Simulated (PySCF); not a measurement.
# Electron correlation in Ar⁺ (argon, charge +1)

[Ne] 3s1 3p6, 2S determinant (an excited configuration). All numbers are calculated (PySCF 2.14, scalar relativity by spin-free X2C-1e, in x2c-TZVPPall (5s5p3d1f, 42 functions)). Frozen: [Ne]; 7 electrons correlated.

| level | correlation energy (mhartree) |
| --- | --- |
| CCSD | -350.62 |
| (T) | -30.48 |
| CCSD(T) | -381.10 |
| CCSDT | -379.23 |

Diagnostics: T1 = 0.013, D1 = 0.0282, largest double amplitude 0.208.

A double-excitation amplitude exceeds 0.15, a sign of near-degeneracy.

Cost of the coupled-cluster step: roughly 0.9 core-seconds, for 7 correlated electrons.

Iterations:

```
CC2 = 0
CCSD nocc = (np.int64(4), np.int64(3)), nmo = (37, 37)
frozen orbitals [[0, 1, 2, 3, 4], [0, 1, 2, 3, 4]]
max_cycle = 100
direct = 0
conv_tol = 1e-08
conv_tol_normt = 1e-06
diis_space = 8
diis_start_cycle = 0
Init t2, MP2 energy = -0.270485996765176
Init E_corr(UCCSD) = -0.270485996772479
cycle = 1  E_corr(UCCSD) = -0.309499783728765  dE = -0.039013787  norm(t1,t2) = 0.140077
cycle = 2  E_corr(UCCSD) = -0.329400732714234  dE = -0.019900949  norm(t1,t2) = 0.0823511
cycle = 3  E_corr(UCCSD) = -0.352172769806946  dE = -0.0227720371  norm(t1,t2) = 0.0462741
cycle = 4  E_corr(UCCSD) = -0.349673319972299  dE = 0.00249944983  norm(t1,t2) = 0.00336289
cycle = 5  E_corr(UCCSD) = -0.350638162676274  dE = -0.000964842704  norm(t1,t2) = 0.00197793
cycle = 6  E_corr(UCCSD) = -0.350607208264027  dE = 3.09544122e-05  norm(t1,t2) = 0.000204879
cycle = 7  E_corr(UCCSD) = -0.350618860286551  dE = -1.16520225e-05  norm(t1,t2) = 4.43659e-05
cycle = 8  E_corr(UCCSD) = -0.350614995761594  dE = 3.86452496e-06  norm(t1,t2) = 1.24598e-05
cycle = 9  E_corr(UCCSD) = -0.3506163690916  dE = -1.37333001e-06  norm(t1,t2) = 2.6441e-06
cycle = 10  E_corr(UCCSD) = -0.350615775417513  dE = 5.93674087e-07  norm(t1,t2) = 1.26068e-06
cycle = 11  E_corr(UCCSD) = -0.350615765552078  dE = 9.86543486e-09  norm(t1,t2) = 7.5345e-08
UCCSD converged
E(UCCSD) = -527.7393831835146  E_corr = -0.3506157655520784
UCCSD(T) correction = -0.030482139975129
```
